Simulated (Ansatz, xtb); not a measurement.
Two isomers of H9NOSi3

We compare I, `O[SiH2]N([SiH3])[SiH3]`, a singlet, with II, `O[SiH2]N[SiH2][SiH3]`, a singlet. Both are isolated molecules in the gas phase, relaxed with r2SCAN-D4/def2-SVP; each stands in its lowest conformer found.

Task: Estimate E(II) − E(I) at the level CCSD(T)/def2-SVP + ΔMP2/def2-TZVPP.

Result: Calculated at CCSD(T)/def2-SVP + ΔMP2/def2-TZVPP: E(II) − E(I) = +58.2 kJ/mol, so structure I lies lower.

Level by level:

```tsv
level	geometry	E(II) − E(I) (kJ/mol)	departure from the last row (kJ/mol)	job, with rough time for the two
r2SCAN-D4/def2-SVP	r2SCAN-D4/def2-SVP	+40.3	−17.9	optimisation, 2.1 min
HF/def2-SVP	r2SCAN-D4/def2-SVP	+63.0	+4.8	part of the CCSD(T) run
MP2/def2-SVP	r2SCAN-D4/def2-SVP	+60.5	+2.3	part of the CCSD(T) run
CCSD(T)/def2-SVP	r2SCAN-D4/def2-SVP	+54.4	−3.8	single point
CCSD(T)/def2-SVP + ΔMP2/def2-TZVPP	r2SCAN-D4/def2-SVP	+58.2		single point, 24 s
```

As drawn, II has 1 Si–Si, 1 N–H in place of 1 N–Si, 1 Si–H.

The levels shown agree on the order. The largest departure from CCSD(T)/def2-SVP + ΔMP2/def2-TZVPP is that of r2SCAN-D4/def2-SVP, 17.9 kJ/mol. Levels run at GFN2-xTB geometries aren't shown. The last row adds to CCSD(T) the change of the MP2 difference between the two basis sets, here +3.8 kJ/mol.

With thermal terms from frequencies at re-optimised GFN2-xTB minima (ideal gas, soft modes damped towards free rotors, one conformer each, 298.15 K, 1 atm): the zero-point term adds +5.6 kJ/mol; ΔH is +63.8 and ΔG +64.1 kJ/mol.

The correlated steps freeze 17 core orbitals. Run with Ansatz 0.2.0, xtb 6.7.1; the last row on 2 threads of Intel(R) Xeon(R) 6975P-C (Granite Rapids) on a shared host.
